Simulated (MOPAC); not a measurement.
MOPAC input (PM7):

```
PM7 1SCF CHARGE=1 GEO-OK AUX(PRECISION=9) THREADS=1
C3H10BO

C     2.02286800 1    0.39930600 1    0.07500000 1
O     0.80603200 1   -0.46357800 1    0.09808500 1
B    -0.61099900 1   -0.09037700 1   -0.02559700 1
C    -0.89570200 1    1.40031200 1   -0.28362900 1
C    -1.57737500 1   -1.27882700 1    0.12107900 1
H     1.75659900 1    1.28040100 1   -0.49425200 1
H     2.79777800 1   -0.17396500 1   -0.42288200 1
H     2.27553300 1    0.63607300 1    1.10341300 1
H     0.98975300 1   -1.39676300 1    0.29553000 1
H    -0.42470200 1    2.05595400 1    0.45546900 1
H    -1.96560700 1    1.60277600 1   -0.27811700 1
H    -0.51279300 1    1.71077200 1   -1.26341200 1
H    -1.12808600 1   -2.26514800 1    0.25640000 1
H    -2.23520800 1   -1.32218300 1   -0.75337700 1
H    -2.24528200 1   -1.09215500 1    0.96983900 1
```

Output:

```
 *******************************************************************************
 **                                                                           **
 **                              MOPAC v23.2.5                                **
 **                                                                           **
 *******************************************************************************
 ** MOPAC's Digital Object Identifier: https://doi.org/10.5281/zenodo.6511958 **
 **                                                                           **
 ** Please cite the open-source release paper for use of this MOPAC version:  **
 ** J. E. Moussa and J. J. P. Stewart (2026)                                  **
 ** MOPAC: An open-source semiempirical molecular orbital program             **
 ** J. Open Source Softw., 11(119), 8025, https://doi.org/10.21105/joss.08025 **
 *******************************************************************************

                              PM7 CALCULATION RESULTS

 *******************************************************************************
 *  PM7        - The PM7 Hamiltonian to be used
 *  GEO-OK     - OVERRIDE INTERATOMIC DISTANCE AND OTHER SAFETY CHECKS
 *
 *
 *
 *                 CHARGE ON SYSTEM = +1
 *
 *
 *
 *  1SCF       - DO 1 SCF AND THEN STOP
 *  AUX        - OUTPUT AUXILIARY INFORMATION
 *******************************************************************************
PM7 1SCF CHARGE=1 GEO-OK AUX(PRECISION=9) THREADS=1
 C3H10BO

   ATOM   CHEMICAL          X               Y               Z
  NUMBER   SYMBOL      (ANGSTROMS)     (ANGSTROMS)     (ANGSTROMS)

     1       C          2.02286800  *   0.39930600  *   0.07500000  *
     2       O          0.80603200  *  -0.46357800  *   0.09808500  *
     3       B         -0.61099900  *  -0.09037700  *  -0.02559700  *
     4       C         -0.89570200  *   1.40031200  *  -0.28362900  *
     5       C         -1.57737500  *  -1.27882700  *   0.12107900  *
     6       H          1.75659900  *   1.28040100  *  -0.49425200  *
     7       H          2.79777800  *  -0.17396500  *  -0.42288200  *
     8       H          2.27553300  *   0.63607300  *   1.10341300  *
     9       H          0.98975300  *  -1.39676300  *   0.29553000  *
    10       H         -0.42470200  *   2.05595400  *   0.45546900  *
    11       H         -1.96560700  *   1.60277600  *  -0.27811700  *
    12       H         -0.51279300  *   1.71077200  *  -1.26341200  *
    13       H         -1.12808600  *  -2.26514800  *   0.25640000  *
    14       H         -2.23520800  *  -1.32218300  *  -0.75337700  *
    15       H         -2.24528200  *  -1.09215500  *   0.96983900  *

          CARTESIAN COORDINATES

    NO.       ATOM           X           Y           Z

     1         C          2.0229      0.3993      0.0750
     2         O          0.8060     -0.4636      0.0981
     3         B         -0.6110     -0.0904     -0.0256
     4         C         -0.8957      1.4003     -0.2836
     5         C         -1.5774     -1.2788      0.1211
     6         H          1.7566      1.2804     -0.4943
     7         H          2.7978     -0.1740     -0.4229
     8         H          2.2755      0.6361      1.1034
     9         H          0.9898     -1.3968      0.2955
    10         H         -0.4247      2.0560      0.4555
    11         H         -1.9656      1.6028     -0.2781
    12         H         -0.5128      1.7108     -1.2634
    13         H         -1.1281     -2.2651      0.2564
    14         H         -2.2352     -1.3222     -0.7534
    15         H         -2.2453     -1.0922      0.9698

 General Reference for PM7:
 "Optimization of Parameters for Semiempirical Methods VI: More Modifications to the
 NDDO Approximations and Re-optimization of Parameters", J. J. P. Stewart, J. Mol. Mod., 1:32, 19 (2013)
 https://link.springer.com/article/10.1007/s00894-012-1667-x

           Empirical Formula: C3 H10 O B  =    15 atoms

      MOLECULAR POINT GROUP   :   C1

      RHF CALCULATION, NO. OF DOUBLY OCCUPIED LEVELS = 15

 -------------------------------------------------------------------------------
 PM7 1SCF CHARGE=1 GEO-OK AUX(PRECISION=9) THREADS=1
 C3H10BO

     1SCF WAS SPECIFIED, SO BFGS WAS NOT USED
     SCF FIELD WAS ACHIEVED

                              PM7 CALCULATION
                                                       MOPAC v23.2.5 Linux

          FINAL HEAT OF FORMATION =         93.80245 KCAL/MOL =     392.46945 KJ/MOL

          COSMO AREA              =        129.94 SQUARE ANGSTROMS
          COSMO VOLUME            =        116.94 CUBIC ANGSTROMS

          IONIZATION POTENTIAL    =         16.346002 EV
          HOMO LUMO ENERGIES (EV) =        -16.346 -5.478
          NO. OF FILLED LEVELS    =         15
          MOLECULAR WEIGHT        =         72.9214         POINT GROUP:  C1

          MOLECULAR DIMENSIONS (Angstroms)

            Atom       Atom       Distance
            H    15    H     7     5.31180
            H    13    H    10     4.16531
            H    12    H     8     3.13985

          SCF CALCULATIONS        =          1

   ATOM   CHEMICAL          X               Y               Z
  NUMBER   SYMBOL      (ANGSTROMS)     (ANGSTROMS)     (ANGSTROMS)

     1       C          2.02286800  *   0.39930600  *   0.07500000  *
     2       O          0.80603200  *  -0.46357800  *   0.09808500  *
     3       B         -0.61099900  *  -0.09037700  *  -0.02559700  *
     4       C         -0.89570200  *   1.40031200  *  -0.28362900  *
     5       C         -1.57737500  *  -1.27882700  *   0.12107900  *
     6       H          1.75659900  *   1.28040100  *  -0.49425200  *
     7       H          2.79777800  *  -0.17396500  *  -0.42288200  *
     8       H          2.27553300  *   0.63607300  *   1.10341300  *
     9       H          0.98975300  *  -1.39676300  *   0.29553000  *
    10       H         -0.42470200  *   2.05595400  *   0.45546900  *
    11       H         -1.96560700  *   1.60277600  *  -0.27811700  *
    12       H         -0.51279300  *   1.71077200  *  -1.26341200  *
    13       H         -1.12808600  *  -2.26514800  *   0.25640000  *
    14       H         -2.23520800  *  -1.32218300  *  -0.75337700  *
    15       H         -2.24528200  *  -1.09215500  *   0.96983900  *

                             CARTESIAN COORDINATES

   1    C        2.022868000     0.399306000     0.075000000
   2    O        0.806032000    -0.463578000     0.098085000
   3    B       -0.610999000    -0.090377000    -0.025597000
   4    C       -0.895702000     1.400312000    -0.283629000
   5    C       -1.577375000    -1.278827000     0.121079000
   6    H        1.756599000     1.280401000    -0.494252000
   7    H        2.797778000    -0.173965000    -0.422882000
   8    H        2.275533000     0.636073000     1.103413000
   9    H        0.989753000    -1.396763000     0.295530000
  10    H       -0.424702000     2.055954000     0.455469000
  11    H       -1.965607000     1.602776000    -0.278117000
  12    H       -0.512793000     1.710772000    -1.263412000
  13    H       -1.128086000    -2.265148000     0.256400000
  14    H       -2.235208000    -1.322183000    -0.753377000
  15    H       -2.245282000    -1.092155000     0.969839000

           Empirical Formula: C3 H10 O B  =    15 atoms

      MOLECULAR POINT GROUP   :   C1

                  EIGENVALUES
 -36.66052 -30.83283 -29.67496 -28.56949 -24.85405 -23.14311 -21.49997 -19.33542
 -18.84908 -18.73689 -17.96101 -17.83657 -17.66340 -17.24742 -16.34600  -5.47796
  -5.13746  -2.40030  -1.88363  -0.83406  -0.21883   0.17931   0.21267   0.59990
   1.35363   1.40369   1.43256   1.55297   2.71847   2.81811

              NET ATOMIC CHARGES AND DIPOLE CONTRIBUTIONS

  ATOM NO.   TYPE          CHARGE      No. of ELECS.   s-Pop       p-Pop
    1          C          -0.063812        4.0638     1.11640     2.94741
    2          O          -0.436233        6.4362     1.68080     4.75543
    3          B           0.558156        2.4418     0.79213     1.64972
    4          C          -0.569610        4.5696     1.05073     3.51888
    5          C          -0.571794        4.5718     1.05178     3.52001
    6          H           0.175276        0.8247     0.82472
    7          H           0.170441        0.8296     0.82956
    8          H           0.172002        0.8280     0.82800
    9          H           0.414577        0.5854     0.58542
   10          H           0.182879        0.8171     0.81712
   11          H           0.198749        0.8013     0.80125
   12          H           0.187775        0.8122     0.81223
   13          H           0.169368        0.8306     0.83063
   14          H           0.206552        0.7934     0.79345
   15          H           0.205674        0.7943     0.79433
 DIPOLE           X         Y         Z       TOTAL
 POINT-CHG.     2.378    -0.315     0.291     2.417
 HYBRID         0.293    -0.520     0.078     0.601
 SUM            2.671    -0.835     0.369     2.823

          ATOMIC ORBITAL ELECTRON POPULATIONS

     Atom    s        px        py        pz
    1  C   1.11640   0.77678   0.99229   1.17835
    2  O   1.68080   1.43010   1.42370   1.90163
    3  B   0.79213   0.50337   0.92343   0.22292
    4  C   1.05073   1.21459   1.12308   1.18121
    5  C   1.05178   1.17866   1.13568   1.20567
    6  H   0.82472
    7  H   0.82956
    8  H   0.82800
    9  H   0.58542
   10  H   0.81712
   11  H   0.80125
   12  H   0.81223
   13  H   0.83063
   14  H   0.79345
   15  H   0.79433

 **********************
 *                    *
 * JOB ENDED NORMALLY *
 *                    *
 **********************

 == MOPAC DONE ==
```

The dipole moment of an ion depends on the origin.

The geometry given is a B3LYP-D3(BJ)/def2-TZVP minimum.
